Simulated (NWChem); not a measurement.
System: C₃H₇O cation; SMILES CC(C)=[OH+]

Parts of the log:

```
             Northwest Computational Chemistry Package (NWChem) 7.3.0
             --------------------------------------------------------

                             Geometry "geometry" -> ""
                             -------------------------

 Output coordinates in angstroms (scale by  1.889725989 to convert to a.u.)

  No.       Tag          Charge          X              Y              Z
 ---- ---------------- ---------- -------------- -------------- --------------
    1 C                    6.0000    -0.64213000    -1.29723700     0.02362100
    2 C                    6.0000     0.06109600    -0.01400000     0.00246200
    3 C                    6.0000    -0.64280500     1.27374600    -0.01194300
    4 O                    8.0000     1.33028800    -0.07505500     0.00046100
    5 H                    1.0000    -1.57543200    -1.23318800     0.60122100
    6 H                    1.0000    -0.93911500    -1.51105800    -1.02320800
    7 H                    1.0000     0.00615900    -2.11241000     0.36934200
    8 H                    1.0000    -0.00368100     2.12146600    -0.29612200
    9 H                    1.0000    -1.02617400     1.44402400     1.01347300
   10 H                    1.0000    -1.53247400     1.22197500    -0.65831600
   11 H                    1.0000     1.77617000     0.79275200    -0.04815500

 Effective nuclear repulsion energy (a.u.)     128.8982447491

                              NWChem Property Module
                              ----------------------

                                 NWChem DFT Module
                                 -----------------

 Summary of "ao basis" -> "ao basis" (spherical)
 ------------------------------------------------------------------------------
       Tag                 Description            Shells   Functions and Types
 ---------------- ------------------------------  ------  ---------------------
 C                        aug-cc-pvdz                9       23   4s3p2d
 O                        aug-cc-pvdz                9       23   4s3p2d
 H                        aug-cc-pvdz                5        9   3s2p

            General Information
            -------------------
          SCF calculation type: DFT
          Wavefunction type:  closed shell.
          No. of atoms     :    11
          No. of electrons :    32
           Alpha electrons :    16
            Beta electrons :    16
          Charge           :     1
          Spin multiplicity:     1
          Use of symmetry is: off; symmetry adaption is: off
          Maximum number of iterations: 150
          AO basis - number of functions:   155
                     number of shells:    71
          Convergence on energy requested:  1.00D-06
          Convergence on density requested:  1.00D-05
          Convergence on gradient requested:  5.00D-04

              XC Information
              --------------
                         B3LYP Method XC Potential
                     Hartree-Fock (Exact) Exchange  0.200
                        Slater Exchange Functional  0.800 local
                    Becke 1988 Exchange Functional  0.720 non-local
              Lee-Yang-Parr Correlation Functional  0.810
                  VWN I RPA Correlation Functional  0.190 local

             Grid Information
             ----------------
          Grid used for XC integration:  medium
          Radial quadrature: Mura-Knowles
          Angular quadrature: Lebedev.
          Tag              B.-S. Rad. Rad. Pts. Rad. Cut. Ang. Pts.
          ---              ---------- --------- --------- ---------
          C                   0.70       49          14.0       434
          O                   0.60       49          13.0       434
          H                   0.35       45          15.0       434
          Grid pruning is: on
          Number of quadrature shells:   511
          Spatial weights used:  Erf1

      Superposition of Atomic Density Guess
      -------------------------------------

 Sum of atomic energies:        -191.26322292

 Renormalizing density from      33.00 to     32

      Non-variational initial energy
      ------------------------------

 Total energy =    -189.717617
 1-e energy   =    -496.991990
 2-e energy   =     178.376129
 HOMO         =      -0.752784
 LUMO         =      -0.378112

   convergence    iter        energy       DeltaE   RMS-Dens  Diis-err
 ---------------- ----- ----------------- --------- --------- ---------
 d= 0,ls=0.0,diis     1   -193.3822347686 -3.22D+02  1.64D-02  1.23D+00
 d= 0,ls=0.0,diis     2   -193.2738998167  1.08D-01  6.60D-03  2.36D+00
 d= 0,ls=0.0,diis     3   -193.4913377189 -2.17D-01  1.98D-03  1.30D-01
 d= 0,ls=0.0,diis     4   -193.5026954773 -1.14D-02  7.11D-04  1.40D-02
 d= 0,ls=0.0,diis     5   -193.5044673308 -1.77D-03  1.41D-04  7.91D-05
  Resetting Diis
 d= 0,ls=0.0,diis     6   -193.5044760532 -8.72D-06  2.95D-05  3.96D-06
 d= 0,ls=0.0,diis     7   -193.5044764146 -3.61D-07  1.44D-05  1.06D-06
 d= 0,ls=0.0,diis     8   -193.5044763421  7.25D-08  7.16D-06  1.66D-06

         Total DFT energy =     -193.504476342089
      One electron energy =     -508.304699091285
           Coulomb energy =      213.085569455147
    Exchange-Corr. energy =      -27.183591455002
 Nuclear repulsion energy =      128.898244749051

 Numeric. integr. density =       31.999997268982

                       DFT Final Molecular Orbital Analysis
                       ------------------------------------

 Vector   14  Occ=2.000000D+00  E=-6.113061D-01
              MO Center= -5.4D-01, -7.4D-01, -7.2D-02, r^2= 2.7D+00
   Bfn.  Coefficient  Atom+Function         Bfn.  Coefficient  Atom+Function
  ----- ------------  ---------------      ----- ------------  ---------------
     7      0.380984   1 C  pz              102     -0.301625   6 H  s
    93      0.262164   5 H  s                94      0.259259   5 H  s
    76     -0.208974   4 O  pz              103     -0.204214   6 H  s
   129     -0.137125   9 H  s                51      0.132128   3 C  px
    79     -0.131496   4 O  pz               75     -0.127866   4 O  py

 Vector   15  Occ=2.000000D+00  E=-6.082735D-01
              MO Center= -1.9D-01, -2.6D-01, -6.6D-02, r^2= 3.4D+00
   Bfn.  Coefficient  Atom+Function         Bfn.  Coefficient  Atom+Function
  ----- ------------  ---------------      ----- ------------  ---------------
     4      0.388982   1 C  s                50     -0.350737   3 C  s
    49      0.295961   3 C  s                32     -0.288024   2 C  py
   121      0.284449   8 H  s               112     -0.280685   7 H  s
    35      0.278138   2 C  py               51      0.272117   3 C  px
     3     -0.265688   1 C  s                75     -0.267010   4 O  py

 Vector   16  Occ=2.000000D+00  E=-5.980267D-01
              MO Center= -2.9D-02, -2.6D-01,  5.0D-02, r^2= 2.9D+00
   Bfn.  Coefficient  Atom+Function         Bfn.  Coefficient  Atom+Function
  ----- ------------  ---------------      ----- ------------  ---------------
    29     -0.337716   2 C  py                6      0.320062   1 C  py
    52      0.292996   3 C  py              112     -0.249623   7 H  s
   111     -0.244310   7 H  s                75      0.237308   4 O  py
    49     -0.223155   3 C  s                94      0.196130   5 H  s
    55      0.183413   3 C  py                3      0.160873   1 C  s

 Vector   17  Occ=0.000000D+00  E=-2.987145D-01
              MO Center=  4.7D-02, -1.7D-02, -4.1D-03, r^2= 2.2D+00
   Bfn.  Coefficient  Atom+Function         Bfn.  Coefficient  Atom+Function
  ----- ------------  ---------------      ----- ------------  ---------------
    30      0.602288   2 C  pz               33      0.476555   2 C  pz
    76     -0.323290   4 O  pz               79     -0.262522   4 O  pz
   130     -0.210808   9 H  s                 4      0.198330   1 C  s
   103      0.197426   6 H  s                50     -0.191262   3 C  s
   139      0.179558  10 H  s               102      0.169742   6 H  s

 Vector   18  Occ=0.000000D+00  E=-1.917815D-01
              MO Center=  1.1D+00,  9.7D-01, -6.2D-02, r^2= 6.2D+00
   Bfn.  Coefficient  Atom+Function         Bfn.  Coefficient  Atom+Function
  ----- ------------  ---------------      ----- ------------  ---------------
     4      0.947357   1 C  s                27     -0.711985   2 C  s
    35      0.559667   2 C  py               72     -0.318734   4 O  s
   149      0.295178  11 H  s               148      0.290551  11 H  s
    50     -0.281101   3 C  s                 3     -0.234956   1 C  s
    12      0.215600   1 C  py               34      0.194468   2 C  px

 Vector   19  Occ=0.000000D+00  E=-1.481708D-01
              MO Center= -4.2D-01,  2.0D-01, -3.1D-02, r^2= 1.0D+01
   Bfn.  Coefficient  Atom+Function         Bfn.  Coefficient  Atom+Function
  ----- ------------  ---------------      ----- ------------  ---------------
     4      1.417454   1 C  s                27     -1.003827   2 C  s
    35      0.759429   2 C  py              131     -0.640117   9 H  s
   104     -0.445955   6 H  s               149      0.414128  11 H  s
   140     -0.300507  10 H  s                50     -0.297989   3 C  s
    49      0.287591   3 C  s               103     -0.250954   6 H  s

     Multipole analysis of the density
     ---------------------------------

[...]

 DFT Linear Response polarizability / au
 Frequency  =       0.0773000 / au
 Wavelength =     589.4353558 / nm
              X              Y              Z
 -----------------------------------------------
 X      42.9605671      1.2986191     -0.0508740
 Y       1.2986108     44.4379706      0.6441464
 Z      -0.0508681      0.6441376     30.7015709
 -----------------------------------------------
 Eigenvalues =      42.2169040     45.2127957     30.6704089
 Isotropic   =      39.3667029
 Anisotropic =      13.2999611
 -----------------------------------------------

 Magnetic Dipole Response Matrix (nonzero elements):
```

Level: B3LYP/aug-cc-pVDZ. The geometry was optimised at PBE0/def2-SVP.

**Question.** Write an input that gives this output.

**Answer.** One answer among several that fit: the input that was run:
```
start job
memory heap 200 mb stack 900 mb global 1100 mb
charge 1
geometry units angstroms noautosym nocenter noautoz
  C     -0.642130    -1.297237     0.023621
  C      0.061096    -0.014000     0.002462
  C     -0.642805     1.273746    -0.011943
  O      1.330288    -0.075055     0.000461
  H     -1.575432    -1.233188     0.601221
  H     -0.939115    -1.511058    -1.023208
  H      0.006159    -2.112410     0.369342
  H     -0.003681     2.121466    -0.296122
  H     -1.026174     1.444024     1.013473
  H     -1.532474     1.221975    -0.658316
  H      1.776170     0.792752    -0.048155
end
basis spherical
  * library aug-cc-pvdz
end
dft
  xc b3lyp
  iterations 150
end
property
  response 1 0.0773
end
task dft property
```
